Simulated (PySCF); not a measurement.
**How methods differ on the ionisation energy of Ti¹⁴⁺**

Ti¹⁴⁺ [He] 2s2 2p4 [2p1/2^2 2p3/2^2, M_J = 2] → Ti¹⁵⁺ [He] 2s2 2p3 [2p1/2^2 2p3/2^1, M_J = 3/2], as a difference of total energies. Computed with PySCF 2.14 in an uncontracted even-tempered set (18 s from 2.6 bohr⁻², ratio 2.4; 11 p from 3.4 bohr⁻², ratio 2.4; 5 d from 15 bohr⁻², ratio 2.6; 5 f from 23 bohr⁻², ratio 2.6), with the two-component X2C-1e Hamiltonian. Correlated levels: nothing frozen; the 30 highest virtual spinors dropped. "Screened" scales the spin-orbit matrix elements by Boettger's factors to mimic the two-electron term; Breit and QED terms are absent.

```tsv
method	ionisation energy (eV)
GHF (spin-free)	940.32
GMP2 (spin-free)	941.86
```

How much does correlation contribute at GMP2 (spin-free)?

941.86 − (940.32) = 1.54 eV, measured against GHF (spin-free).

The labels give the starting determinants; with spin-orbit coupling the two ends relaxed to ⟨J²⟩ = 6.00, ⟨L²⟩ = 2.20, ⟨S²⟩ = 1.90.

For comparison: 944.5 ± 1.6 eV (semi-empirical (NIST evaluation); NIST Atomic Spectra Database, ionization energies).
